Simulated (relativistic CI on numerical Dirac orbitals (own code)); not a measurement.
## Re18+: sensitivity of the levels to the model

Base calculation: Dirac-Coulomb-Breit CI, orbitals from a KLI potential per configuration, model QED, unscaled Slater integrals.

Configuration list (outside the closed core [Ar] 3d10): 4s2 4p6 4d10 4f11, 4s2 4p6 4d10 4f10 5s, 4s2 4p6 4d10 4f9 5s 5p, 4s2 4p6 4d10 4f10 5p, 4s2 4p6 4d9 4f12, 4s2 4p6 4d10 4f10 5d, 4s2 4p6 4d10 4f10 6s, 4s2 4p6 4d10 4f10 6p, 4s2 4p5 4d10 4f12, 4s2 4p6 4d10 4f10 7s, 4s 4p6 4d10 4f11 5s, 4s 4p6 4d10 4f11 6s, 4p6 4d10 4f13, 4p6 4d9 4f14. Double excitations out of closed p, d and f shells are left out; levels of such configurations are missing from the list, as are those of other unlisted configurations, and high levels can miss mixing partners. Some configurations lack a partner that the ground configuration has and come out too high, among them 4s2 4p5 4d10 4f12.

Variants: (1) valence Slater integrals scaled by 0.9; (2) configuration mixing switched off. Shifts of the energy above 4s2 4p6 4d10 4f11 4I°_15/2, in cm⁻¹, for the lowest level and the first level of each name with at least 55 % of one term (blank where a level changes its place among those of its configuration and J or its character, or is not in the variant):

```
                     Level     Base     Δ(1)     Δ(2)
4s2 4p6 4d10 4f11 4I°_15/2      0.0      0.0      0.0
4s2 4p6 4d10 4f11 4I°_13/2  17813.5   +129.0    -17.9
4s2 4p6 4d10 4f11 4I°_11/2  23952.4  -1210.7   +299.3
 4s2 4p6 4d10 4f11 4F°_7/2  46711.6  -2742.4   +271.2
 4s2 4p6 4d10 4f11 4F°_5/2  49403.9  -3439.9   +581.0
4s2 4p6 4d10 4f11 2K°_15/2  55900.6  -3987.2   +251.7
4s2 4p6 4d10 4f11 4G°_11/2  58753.9  -3391.0   +257.2
 4s2 4p6 4d10 4f11 4G°_9/2  62829.6  -3337.3   +243.0
4s2 4p6 4d10 4f11 2K°_13/2  68899.1  -4418.7   +440.1
 4s2 4p6 4d10 4f11 2P°_1/2  68987.9  -4657.0  +2561.9
 4s2 4p6 4d10 4f11 4G°_7/2  77674.5  -4113.7   +311.3
4s2 4p6 4d10 4f11 2I°_11/2  83298.8  -6631.3   +991.6
4s2 4p6 4d10 4f11 2L°_17/2  84772.8  -6795.9    -46.5
 4s2 4p6 4d10 4f11 4D°_7/2  85789.1  -6928.8   +304.0
```

At this charge transitions that keep the count of f electrons are usually good to a few per cent. Terms inside the open d or f shell come out 10 to 20 % too wide with unscaled integrals. Levels that differ in their count of f electrons can be misplaced by several ten thousand cm⁻¹, since the correlation energy of f electrons is missing or only estimated; rates across such gaps can be off by orders of magnitude.

Ionisation energy from one configuration of each of the two ions, the ground ones as tabulated or assumed: base 461.602 eV; valence Slater integrals scaled by 0.9 461.919 eV. The NIST ASD value (theoretical) is 476 ± 24 eV.

LS names give the leading component of a level, which can be under half, so a name can repeat, a term be missing and a line seem to break the LS rules.
